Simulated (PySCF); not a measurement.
C3H5NSSi, SMILES [SiH3]c1cscn1. Geometry: TPSSh-D3(BJ)/def2-SVP.

### Question
Give the equilibrium geometry at TPSSh-D3(BJ)/def2-SVP (PySCF confirms it by a frequency run) as bond lengths and angles, and its point group. (An estimate is asked for; the answer gives what the named calculation found.)

### Answer
point group Cs.
Atoms: Si1 C2 C3 S4 C5 N6 H7 H8 H9 H10 H11. Bonded distances (Å): Si1–C2 1.880, Si1–H7 1.489, Si1–H8 1.487, Si1–H9 1.487, C2–C3 1.379, C2–N6 1.386, C3–S4 1.725, C3–H10 1.089, S4–C5 1.745, C5–N6 1.300, C5–H11 1.092. Angles (°): C2–Si1–H7 108.3, C2–Si1–H8 110.4, C2–Si1–H9 110.4, H7–Si1–H8 109.4, H7–Si1–H9 109.4, H8–Si1–H9 108.9, Si1–C2–C3 126.4, Si1–C2–N6 119.4, C3–C2–N6 114.2, C2–C3–S4 110.7, C2–C3–H10 128.4, S4–C3–H10 120.9, C3–S4–C5 88.7, S4–C5–N6 115.1, S4–C5–H11 120.5, N6–C5–H11 124.4, C2–N6–C5 111.4.
Charge 0, spin multiplicity 1.
